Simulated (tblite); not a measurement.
Record of a relaxation.

C3H12GeSi.
Numbering: `[CH3:1][C:2]([CH3:3])([SiH3:4])[GeH3:5]` (hydrogens: H6, H7, H8 on C1; H9, H10, H11 on C3; H12, H13, H14 on Si4; H15, H16, H17 on Ge5)

Computed with GFN2-xTB (tblite), gas phase: L-BFGS steps from a force-field or distance-geometry start until the largest atomic force falls under 0.01 eV/Å. 10 of its 144 geometries are shown.

Step 0: E = -439.3988 eV, largest atomic force 1.880 eV/Å
```
atom  x, y, z in Å  |  force x, y, z in eV/Å
C1     -0.669    0.355    1.351   -0.650   0.908  -0.295
C2     -0.073   -0.161    0.046   -0.181  -0.264   0.530
C3     -0.632   -1.519   -0.299   -1.546  -0.675   0.019
Si4     1.761   -0.145    0.261    1.831   0.121   0.409
Ge5    -0.512    1.169   -1.296    0.109   1.012  -0.814
H6     -1.740    0.601    1.095    0.755  -0.209   0.929
H7     -0.593   -0.376    2.165   -0.102   0.367  -0.183
H8     -0.136    1.307    1.613   -0.663  -0.780   0.099
H9     -1.498   -1.734    0.381    0.560   0.045  -0.547
H10    -1.072   -1.510   -1.334    0.615  -0.409   0.745
H11     0.076   -2.341   -0.150   -0.184   0.186  -0.351
H12     2.129   -0.023    1.688   -0.089  -0.151  -0.169
H13     2.254    1.087   -0.368    0.266  -0.082   0.103
H14     2.465   -1.286   -0.318   -0.094  -0.084  -0.057
H15    -1.055    0.453   -2.549    0.072   0.438   0.228
H16    -1.519    2.172   -0.678    0.212  -0.268  -0.464
H17     0.806    1.962   -1.618   -0.915  -0.154  -0.183
```

Step 16: E = -439.8889 eV, largest atomic force 0.202 eV/Å
```
atom  x, y, z in Å  |  force x, y, z in eV/Å
C1     -0.692    0.364    1.378   -0.017   0.069   0.065
C2     -0.063   -0.134    0.071    0.029  -0.062   0.190
C3     -0.646   -1.520   -0.267    0.025  -0.006  -0.049
Si4     1.846   -0.160    0.298    0.113  -0.011   0.012
Ge5    -0.527    1.213   -1.357    0.025   0.098  -0.053
H6     -1.762    0.539    1.252   -0.015  -0.018   0.007
H7     -0.563   -0.347    2.197    0.053  -0.040  -0.138
H8     -0.235    1.301    1.692   -0.011   0.103  -0.016
H9     -1.511   -1.748    0.357    0.011   0.104  -0.035
H10    -0.974   -1.563   -1.304    0.001  -0.060  -0.082
H11     0.072   -2.326   -0.122    0.033   0.048   0.051
H12     2.178   -0.152    1.729   -0.064  -0.070  -0.044
H13     2.465    1.031   -0.291   -0.021   0.025   0.013
H14     2.434   -1.339   -0.339   -0.062  -0.038  -0.020
H15    -1.082    0.596   -2.614    0.003  -0.053   0.045
H16    -1.573    2.182   -0.872   -0.017  -0.020  -0.010
H17     0.626    2.074   -1.818   -0.086  -0.070   0.067
```

Step 32: E = -439.9676 eV, largest atomic force 0.299 eV/Å
```
atom  x, y, z in Å  |  force x, y, z in eV/Å
C1     -0.664    0.411    1.409    0.057  -0.010  -0.050
C2     -0.042   -0.076    0.088   -0.281  -0.087   0.046
C3     -0.611   -1.468   -0.267   -0.004  -0.006   0.057
Si4     1.861   -0.193    0.261   -0.156  -0.010   0.013
Ge5    -0.563    1.226   -1.359   -0.027  -0.095   0.102
H6     -1.760    0.455    1.329    0.296   0.040   0.016
H7     -0.409   -0.258    2.236   -0.062   0.021  -0.137
H8     -0.289    1.407    1.669   -0.112  -0.126  -0.083
H9     -1.628   -1.585    0.128    0.181   0.088  -0.212
H10    -0.632   -1.621   -1.352   -0.027   0.031   0.209
H11    -0.006   -2.278    0.152   -0.094   0.140   0.080
H12     2.103   -0.439    1.677    0.139  -0.046   0.146
H13     2.553    1.021   -0.160    0.007   0.093  -0.012
H14     2.317   -1.331   -0.527    0.099  -0.057  -0.112
H15    -1.071    0.461   -2.551    0.085   0.107  -0.073
H16    -1.696    2.116   -0.933   -0.031   0.019   0.021
H17     0.531    2.162   -1.808   -0.069  -0.102  -0.010
```

Step 48: E = -440.1006 eV, largest atomic force 0.128 eV/Å
```
atom  x, y, z in Å  |  force x, y, z in eV/Å
C1     -0.607    0.457    1.421   -0.024  -0.057  -0.007
C2     -0.042   -0.084    0.104    0.002   0.016   0.049
C3     -0.640   -1.456   -0.215    0.017   0.037   0.004
Si4     1.864   -0.224    0.214   -0.017  -0.009  -0.013
Ge5    -0.608    1.179   -1.355    0.044  -0.105   0.058
H6     -1.698    0.451    1.405   -0.013   0.033  -0.066
H7     -0.295   -0.154    2.270    0.048   0.014  -0.041
H8     -0.280    1.485    1.598    0.021  -0.119  -0.021
H9     -1.719   -1.386   -0.361   -0.036  -0.007   0.065
H10    -0.205   -1.843   -1.137   -0.029  -0.037  -0.019
H11    -0.448   -2.184    0.575    0.003   0.096   0.032
H12     2.220   -0.782    1.524   -0.023   0.019  -0.040
H13     2.482    1.095    0.049   -0.011  -0.008   0.038
H14     2.336   -1.132   -0.836   -0.001   0.043  -0.015
H15    -0.973    0.463   -2.627    0.026   0.027   0.035
H16    -1.834    1.937   -0.921    0.020   0.000  -0.059
H17     0.438    2.191   -1.715   -0.027   0.055   0.000
```

Step 64: E = -440.1242 eV, largest atomic force 0.111 eV/Å
```
atom  x, y, z in Å  |  force x, y, z in eV/Å
C1     -0.593    0.443    1.409    0.012   0.057  -0.027
C2     -0.037   -0.094    0.093   -0.059   0.018  -0.079
C3     -0.666   -1.462   -0.174   -0.038  -0.032  -0.003
Si4     1.868   -0.214    0.186   -0.029  -0.026  -0.016
Ge5    -0.589    1.172   -1.370   -0.021  -0.072   0.039
H6     -1.682    0.504    1.368   -0.007  -0.062   0.040
H7     -0.308   -0.204    2.239   -0.065   0.018   0.020
H8     -0.221    1.445    1.616    0.081   0.053   0.013
H9     -1.748   -1.375   -0.307    0.046   0.022   0.021
H10    -0.256   -1.930   -1.068    0.018   0.059  -0.026
H11    -0.492   -2.138    0.665    0.027   0.023  -0.004
H12     2.213   -0.853    1.462    0.018  -0.020  -0.049
H13     2.448    1.132    0.145   -0.012  -0.027   0.017
H14     2.363   -1.011   -0.943   -0.022   0.038   0.044
H15    -0.857    0.460   -2.669    0.015   0.048   0.050
H16    -1.864    1.888   -0.991    0.050  -0.078  -0.061
H17     0.413    2.251   -1.670   -0.015  -0.019   0.020
```

Step 79: E = -440.1604 eV, largest atomic force 0.086 eV/Å
```
atom  x, y, z in Å  |  force x, y, z in eV/Å
C1     -0.567    0.506    1.435    0.011   0.011  -0.013
C2     -0.063   -0.073    0.116   -0.002   0.000  -0.023
C3     -0.691   -1.444   -0.112   -0.016   0.002   0.022
Si4     1.839   -0.233    0.138    0.046   0.000   0.040
Ge5    -0.585    1.125   -1.393    0.015   0.019   0.005
H6     -1.650    0.657    1.411    0.028  -0.012  -0.032
H7     -0.345   -0.169    2.263    0.024   0.030  -0.015
H8     -0.095    1.467    1.641   -0.026   0.004   0.008
H9     -1.777   -1.371   -0.182   -0.029  -0.004  -0.007
H10    -0.314   -1.893   -1.028   -0.032  -0.020  -0.073
H11    -0.451   -2.116    0.711   -0.012  -0.043   0.054
H12     2.192   -1.156    1.225    0.019   0.011  -0.055
H13     2.420    1.085    0.405    0.015  -0.009  -0.011
H14     2.313   -0.743   -1.155   -0.032   0.008   0.079
H15    -0.548    0.409   -2.710    0.046   0.002  -0.012
H16    -1.992    1.638   -1.252   -0.001  -0.002   0.033
H17     0.309    2.324   -1.524   -0.054   0.002   0.000
```

Step 95: E = -440.1724 eV, largest atomic force 0.049 eV/Å
```
atom  x, y, z in Å  |  force x, y, z in eV/Å
C1     -0.559    0.529    1.423    0.015   0.009   0.017
C2     -0.051   -0.078    0.119   -0.019   0.016  -0.003
C3     -0.711   -1.436   -0.097   -0.027  -0.009   0.012
Si4     1.850   -0.250    0.145    0.005  -0.022  -0.027
Ge5    -0.575    1.113   -1.394    0.033   0.008  -0.019
H6     -1.644    0.657    1.402    0.024  -0.001  -0.043
H7     -0.320   -0.113    2.271    0.038   0.003   0.019
H8     -0.106    1.506    1.593   -0.010   0.017   0.040
H9     -1.798   -1.331   -0.121    0.003  -0.023  -0.026
H10    -0.389   -1.882   -1.038   -0.010  -0.004   0.015
H11    -0.461   -2.126    0.711    0.010   0.006  -0.009
H12     2.227   -1.247    1.152   -0.022   0.019   0.018
H13     2.451    1.046    0.472   -0.010  -0.009  -0.004
H14     2.304   -0.699   -1.174    0.008  -0.001   0.001
H15    -0.388    0.433   -2.719    0.002   0.032   0.003
H16    -2.029    1.487   -1.301   -0.018  -0.009  -0.012
H17     0.192    2.404   -1.454   -0.022  -0.032   0.018
```

Step 111: E = -440.1789 eV, largest atomic force 0.025 eV/Å
```
atom  x, y, z in Å  |  force x, y, z in eV/Å
C1     -0.531    0.549    1.417    0.004  -0.004   0.010
C2     -0.051   -0.075    0.110   -0.001   0.004   0.000
C3     -0.725   -1.431   -0.084    0.000   0.000  -0.021
Si4     1.848   -0.275    0.130   -0.007  -0.003   0.006
Ge5    -0.583    1.113   -1.400   -0.003   0.007   0.001
H6     -1.620    0.641    1.423    0.017   0.006  -0.004
H7     -0.241   -0.066    2.269   -0.014   0.002   0.012
H8     -0.106    1.543    1.555   -0.002  -0.006   0.001
H9     -1.811   -1.320   -0.121   -0.001  -0.001   0.007
H10    -0.402   -1.896   -1.015    0.002  -0.013  -0.007
H11    -0.485   -2.109    0.736    0.003   0.010   0.001
H12     2.179   -1.276    1.148    0.013  -0.006   0.017
H13     2.468    1.006    0.478   -0.006   0.001  -0.024
H14     2.316   -0.733   -1.180   -0.008   0.003   0.002
H15    -0.254    0.527   -2.740    0.011   0.002  -0.004
H16    -2.068    1.349   -1.393   -0.017  -0.003  -0.001
H17     0.059    2.466   -1.342    0.009   0.003   0.004
```

Step 127: E = -440.1814 eV, largest atomic force 0.020 eV/Å
```
atom  x, y, z in Å  |  force x, y, z in eV/Å
C1     -0.533    0.540    1.413   -0.002   0.002   0.005
C2     -0.055   -0.084    0.105    0.009   0.001   0.016
C3     -0.727   -1.440   -0.091   -0.001   0.010  -0.005
Si4     1.844   -0.278    0.134    0.009   0.006  -0.017
Ge5    -0.579    1.121   -1.395   -0.005   0.000   0.003
H6     -1.619    0.653    1.413    0.006  -0.005   0.002
H7     -0.259   -0.083    2.266   -0.016   0.005  -0.008
H8     -0.091    1.526    1.557   -0.001  -0.006   0.007
H9     -1.814   -1.333   -0.095   -0.003  -0.002  -0.009
H10    -0.428   -1.889   -1.038    0.000  -0.010   0.010
H11    -0.461   -2.128    0.712   -0.002   0.006  -0.009
H12     2.192   -1.193    1.225    0.000  -0.001   0.000
H13     2.454    1.032    0.370    0.010   0.002  -0.005
H14     2.305   -0.828   -1.143   -0.006  -0.004   0.001
H15    -0.224    0.576   -2.747    0.007  -0.008   0.011
H16    -2.067    1.344   -1.403    0.002   0.000  -0.002
H17     0.056    2.475   -1.292   -0.006   0.002  -0.002
```

Step 143: E = -440.1825 eV, largest atomic force 0.006 eV/Å
```
atom  x, y, z in Å  |  force x, y, z in eV/Å
C1     -0.535    0.538    1.420    0.000   0.001   0.004
C2     -0.054   -0.081    0.110    0.000  -0.002   0.005
C3     -0.728   -1.435   -0.090    0.001   0.000  -0.002
Si4     1.845   -0.279    0.124   -0.003   0.001  -0.001
Ge5    -0.578    1.125   -1.389   -0.003  -0.005   0.000
H6     -1.620    0.663    1.411    0.001   0.002   0.002
H7     -0.277   -0.095    2.269    0.001  -0.003  -0.001
H8     -0.083    1.518    1.577    0.000   0.003   0.002
H9     -1.815   -1.326   -0.112    0.001   0.002  -0.001
H10    -0.415   -1.892   -1.028   -0.001  -0.002  -0.003
H11    -0.476   -2.119    0.721    0.000   0.002  -0.001
H12     2.204   -1.168    1.233   -0.001   0.000   0.003
H13     2.470    1.032    0.314   -0.001   0.001   0.002
H14     2.282   -0.867   -1.144   -0.001  -0.001  -0.002
H15    -0.174    0.593   -2.732    0.001   0.001  -0.003
H16    -2.071    1.310   -1.432    0.003  -0.003   0.002
H17     0.019    2.494   -1.263    0.000   0.003  -0.004
```

Q: Summarise the path.

A: The energy falls by 0.7837 eV from step 0 to step 143; nine tenths of that is first reached at step 50. It falls at every step. The largest force goes from 1.880 to 0.006 eV/Å. Among the bonds Ge5–H17 changes most, from 1.572 to 1.499 Å; the atoms move by 0.737 Å rms after alignment.

Q: Follow the three bonds and two angles with the largest change from start to end.

A: 
```
step  E above end (eV)  largest force (eV/Å)  Ge5–H17 (Å)  C2–Si4 (Å)  C2–Ge5 (Å)  H15–Ge5–H16 (°)  C2–C1–H6 (°)
   0            0.7837                 1.880        1.572       1.847       1.939            113.3         104.5
   6            0.3856                 0.358        1.490       1.920       1.985            109.8         112.1
  12            0.3101                 0.258        1.497       1.924       2.031            105.9         111.2
  19            0.2799                 0.136        1.506       1.930       2.023            106.2         110.4
  25            0.2638                 0.124        1.503       1.920       2.006            105.9         110.8
  31            0.2262                 0.277        1.506       1.914       2.018            105.6         110.7
  37            0.1599                 0.178        1.503       1.916       2.003            106.5         110.3
  44            0.0987                 0.161        1.499       1.911       2.000            107.5         110.7
  50            0.0778                 0.104        1.504       1.914       2.006            106.1         110.9
  56            0.0693                 0.104        1.496       1.911       2.004            105.2         110.2
  62            0.0618                 0.105        1.503       1.908       2.011            106.3         110.5
  68            0.0461                 0.202        1.502       1.915       1.991            107.8         110.1
  75            0.0276                 0.123        1.499       1.910       1.997            105.8         111.2
  81            0.0200                 0.077        1.498       1.907       2.000            105.7         111.0
  87            0.0149                 0.064        1.500       1.909       1.997            106.5         110.8
  93            0.0111                 0.054        1.501       1.910       1.995            106.9         111.0
  99            0.0077                 0.045        1.498       1.910       1.994            106.5         110.4
 106            0.0055                 0.057        1.501       1.908       1.995            106.4         110.1
 112            0.0035                 0.023        1.500       1.909       1.994            106.5         110.7
 118            0.0026                 0.026        1.499       1.909       1.993            106.5         110.7
 124            0.0014                 0.037        1.501       1.909       1.993            106.4         110.8
 131            0.0008                 0.022        1.499       1.909       1.995            106.5         110.7
 137            0.0002                 0.020        1.500       1.908       1.994            106.5         110.6
 143            0.0000                 0.006        1.499       1.909       1.993            106.5         110.6
```

What follows is the cost of the whole relaxation. The run took 1.5 s wall on one thread, Arm Neoverse N1 (aarch64), on a shared host.
